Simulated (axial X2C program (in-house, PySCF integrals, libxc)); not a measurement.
## Density and ELF of YC⁺

All values were computed with an in-house relativistic program for diatomic molecules. Two-component (2c) means X2C with spin–orbit coupling and atomic mean-field two-electron Coulomb and Gaunt terms. Basis: Y dyall-cv3z [11s12p9d6f3g], C dyall-v3z [7s6p2d1f] (cores contracted in-house); Gaussian nuclei, density fitting, unrestricted open shells. Masses: Y 88.906 u, C 12.000 u.

PBE0, with spin–orbit coupling, state Ω = 2 (⟨Sz⟩ = 1.00, ⟨Lz⟩ = 1.00 at PBE0); Y at z = 0, C at z = 1.962 Å.

The maps cover the half plane through the axis: z from -2.4 to 4.2 Å along the bond, ρ from 0.15 to 2.25 Å away from it (steps of 0.3 Å, the bottom row nearest the axis).

log10 of the density in e/bohr³:

digits 0 to 9 span -4.96 to 1.57 evenly
```
00011100112222222211000
01112221223333333221100
11222333333344433322110
12233344444444444333211
12334455555555555443221
22344566666555655543321
22345667776666666544321
22345678987666776554322
```

Electron localisation function (collinear form, no current term, damped to 0 at low density):

digits 0 to 9 span 0.00 to 1.00 evenly
```
00000000000111110000000
00000000000134321100000
00000000000256543210000
00000011000257766531000
00011245542268887763100
00012578875268888875300
00124683147368558887410
00124765355355365987510
```

Axial spin density in 10⁻³ e/bohr³:

digits 0 to 9 span -9.23 to 9.23 evenly, values beyond are clipped
```
55555445555555555555555
55555445555555555555555
55555545555555555555555
55555555555566666655555
55555555555789999865555
55556666866999999986555
55568996956999999997555
55579994948999999998655
```

The state is a single determinant with fixed occupations, the lowest that a limited PBE0 search found. Density functionals use the spin component along the axis (collinear). PBE0 can misorder states that lie within some tenths of an eV, so this need not be the ground state of the molecule. The nearest other 2c determinant of the search, Ω = 1, lies 0.30 eV up at the distance of the search. Without a current term, density functionals place determinants with orbital angular momentum somewhat too high. With several unpaired electrons one determinant need not be a pure state. Open-shell Ω = 0 determinants with evenly filled partner blocks cannot be reached by this program, so the Ω shown need not be the lowest component. The determinant is spin-polarised beyond a pure state at some levels (its spin-free form has ⟨S²⟩ too high), which makes Re and μ there less reliable.
